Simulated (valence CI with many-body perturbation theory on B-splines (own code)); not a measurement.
Ce18+: fill in the table

Level of theory: configuration interaction combined with many-body perturbation theory (CI+MBPT): four valence electrons over a frozen Dirac-Fock core [Kr], radial functions for each j: 9 s, 9 p, 10 d, 8 f, 5 g, 3 h, 1 i, with the one-electron correlation potential Σ1, the two-electron term Σ2, the three-electron term Σ3, Breit, model QED; selected CI, second order for the rest (own B-spline code, finite nucleus).

No measured spectrum was set against this ion. As an estimate, terms of the open shell hold to 2 to 4 % of their energy, and close levels can change places. Only levels of the ground parity were solved; by the run's estimate the other parity begins above the list, which can be wrong where configurations are misplaced.

```
                    Level  E (cm⁻¹)
            (4d3/2^4) J=0       0.0
      (4d3/2^3 4d5/2) J=1         ?
(4d3/2^2 4d5/2^2) J=2 [a]     29293
(4d3/2^2 4d5/2^2) J=3 [a]     37508
      (4d3/2^3 4d5/2) J=4     40317
(4d3/2^2 4d5/2^2) J=0 [a]         ?
(4d3/2^2 4d5/2^2) J=4 [a]         ?
(4d3/2^2 4d5/2^2) J=3 [b]     68274
(4d3/2^2 4d5/2^2) J=2 [b]     70645
    (4d3/2^2 4d5/2^2) J=5     73217
    (4d3/2^2 4d5/2^2) J=1     76105
    (4d3/2^2 4d5/2^2) J=6     79046
(4d3/2^2 4d5/2^2) J=4 [b]     86000
(4d3/2^2 4d5/2^2) J=2 [c]     88463
(4d3/2^2 4d5/2^2) J=3 [c]     90601
  (4d3/2 4d5/2^3) J=4 [a]         ?
  (4d3/2 4d5/2^3) J=3 [a]    103210
(4d3/2^2 4d5/2^2) J=2 [d]         ?
      (4d3/2 4d5/2^3) J=5         ?
  (4d3/2 4d5/2^3) J=1 [a]    112790
```

Levels are named by their leading jj configuration (3d3/2^4 stands for four electrons in 3d with j = 3/2), which in mixed levels can hold well under half, so a name can repeat and another be missing. Letters in brackets count levels of one name in rising energy.

**Question.** The levels stand in rising order. What does the calculation give for the missing energies?

**Answer.** (4d3/2^3 4d5/2) J=1 16905; (4d3/2^2 4d5/2^2) J=0 [a] 57174; (4d3/2^2 4d5/2^2) J=4 [a] 59685; (4d3/2 4d5/2^3) J=4 [a] 94790; (4d3/2^2 4d5/2^2) J=2 [d] 107910; (4d3/2 4d5/2^3) J=5 109720.
